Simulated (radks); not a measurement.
Q: Coherent X-ray form factor from a spherical all-electron density. Calculated with a radial shooting solver on a logarithmic mesh with Libxc functionals: scalar-relativistic Kohn-Sham, PBE, spin-unpolarised, spherical densities, finite nucleus; Fermi nuclear charge, rms radius of each element as measured or else 0.836 A^(1/3) + 0.57 fm.

| sin(theta)/lambda (1/angstrom) | f0 (electrons) |
|---|---|
| 0.05 | 28.911 |
| 0.1 | 28.646 |
| 0.15 | 28.216 |
| 0.2 | 27.635 |
| 0.25 | 26.924 |
| 0.3 | 26.103 |
| 0.4 | 24.223 |
| 0.5 | 22.166 |
| 0.6 | 20.069 |
| 0.8 | 16.113 |
| 1 | 12.794 |
| 1.25 | 9.738 |
| 1.5 | 7.773 |
| 2 | 5.821 |

The species is in the configuration that NIST lists as its ground one. Which atom or ion scatters so?

A: The molybdenum ion Mo13+, [Ar] 3d10 4s1. Extrapolating in s^2 from the first two rows gives f0(0) = 29.0, near the electron count 29; among species with that count, the fall with angle is slower the higher Z, and the table is that of Z = 42; from so few rows the species is fixed only to a neighbour or two.
